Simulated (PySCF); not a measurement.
selenium cyanide, C₂N₂Se, SMILES N#C[Se]C#N, point group C2v.

Level: PBE0/pcSseg-1 in PySCF (density fitting, grid level 2); geometry and Hessian at that level, cubic constants and property derivatives from steps of ±0.6 along each species' dimensionless normal coordinates, second-order vibrational perturbation theory. The parent has the commonest isotopes.

Equilibrium geometry (Å):

```json
{"atom": "N1", "x": "-2.2946", "y": "0.6308", "z": "0.0442"}
{"atom": "C2", "x": "-1.3513", "y": "-0.0365", "z": "0.0144"}
{"atom": "Se3", "x": "0.0507", "y": "-1.2182", "z": "-0.0738"}
{"atom": "C4", "x": "1.3673", "y": "-0.0212", "z": "0.3772"}
{"atom": "N5", "x": "2.2624", "y": "0.6565", "z": "0.6523"}
```

(1) Give the equilibrium and ground-state rotational constants (MHz) of parent; ¹³C at 2; ¹⁵N at 1; ¹³C at 2, ¹³C at 4; ⁸²Se at 3; ¹⁵N at 1, ¹⁵N at 5; ¹⁵N at 1, ¹³C at 2.

(2) How is the parent's vibrational correction B0 − Be made up?

(3) And its quartic centrifugal distortion constants from the harmonic force field?

A mode lies under 250 cm⁻¹, where this perturbation treatment is rough.

Results:

(1) 
```tsv
species	Ae	Be	Ce	A0	B0	C0	Δ0 (u Å²)	harmonic ZPE (cm⁻¹)
parent	5877.8	2616.8	1810.7	5904.5	2612.4	1807.2	0.595	3652
¹³C at 2	5854.4	2591.6	1796.4	5880.7	2587.2	1792.9	0.594	3611
¹⁵N at 1	5773.7	2546.8	1767.3	5799.7	2542.6	1763.9	0.603	3629
¹³C at 2, ¹³C at 4	5830.7	2566.6	1782.2	5856.6	2562.3	1778.7	0.594	3570
⁸²Se at 3	5825.3	2616.8	1805.7	5851.7	2612.4	1802.3	0.597	3651
¹⁵N at 1, ¹⁵N at 5	5664.9	2481.4	1725.6	5690.4	2477.3	1722.4	0.611	3606
¹⁵N at 1, ¹³C at 2	5754.4	2523	1754	5780.1	2518.8	1750.7	0.602	3588
```

Δ0 = Ic − Ia − Ib from the ground-state constants.

(2) 
```tsv
axis	harmonic	Coriolis	cubic	total (MHz)
a	20.4	-1.81	8.07	26.7
b	4.34	-0.533	-8.22	-4.41
c	0.659	-0.935	-3.17	-3.45
```

(3) Asymmetric top, A reduction, Ir representation: ΔJ = 1.66 kHz, ΔJK = -15 kHz, ΔK = 52.1 kHz, δJ = 0.754 kHz, δK = 0.191 kHz.
